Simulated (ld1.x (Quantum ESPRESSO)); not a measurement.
# phosphorus: one change to a TM potential, before and after

* Element: P (Z = 15)
* Generator: ld1.x (Quantum ESPRESSO) 7.5
* Type: norm-conserving Troullier–Martins (Kleinman–Bylander form)
* Functional: LDA (PZ)
* Relativity: scalar-relativistic
* Frozen core: [Ne]
* Valence charge: 5
* Reference configuration: 3s2 3p3
* Partial waves: 3s (bound): rc 1.60 bohr; 3p (bound): rc 1.95 bohr
* Local potential: all-electron potential smoothed inside 1.65 bohr (lloc = -2)
* Core correction: none

Change: functional PBE.

Cutoffs: the cutoffs (Ry, on a coarse ladder) from which the occupation-weighted sum of valence levels, in a spherical-Bessel basis at the reference potential, stays within 10 and 1 mRy of its value at 400 Ry; they do not see the model core or the augmentation charge, which bear on the density cutoff. Errors are all-electron minus pseudo energies relative to the spin-unpolarised reference configuration.

How do hardness, ghosts and transferability respond?

The potential gets neither clearly harder nor softer (21 Ry and 50 Ry → 21 Ry and 50 Ry); the number of tests with a reliable result goes from 9 to 7; of the 7 tests that both files solve, the error grows in 0 and shrinks in 6 by more than 15 % and 0.3 meV (median size 11.8 → 1.8 meV); neither file shows a bound ghost.

```tsv
quantity	base	changed
cutoff, loose	21 Ry	21 Ry
cutoff, tight	50 Ry	50 Ry
bound ghosts	none	none
error for 3s2 3p2, meV [ΔE 9.82 → 9.73 eV]	+4.3	+1.4
error for 3s2 3p1, meV [ΔE 29.07 → 28.88 eV]	+36	+14
error for 3s2 3p0, meV [ΔE 58.96 → 58.62 eV]	+148	+58
error for 3s1 3p3, meV [ΔE 18.89 → 18.85 eV]	+13	+5.7
error for 3s2 3p3.3, meV [ΔE -1.34 → -1.31 eV]	+0.2	+0.1
error for 3s0 3p5, meV [ΔE 17.14 → 17.20 eV]	+12	+1.8
error for 3s1 3p4, meV [ΔE 8.50 → 8.53 eV]	+2.7	+0.9
s: phases at 2.14 bohr within 0.05 rad from the reference energy up to (Ry; the scan ends near 5)	2.8	2.8
p: phases at 2.14 bohr within 0.05 rad from the reference energy up to (Ry; the scan ends near 5)	3.8	3.9
```
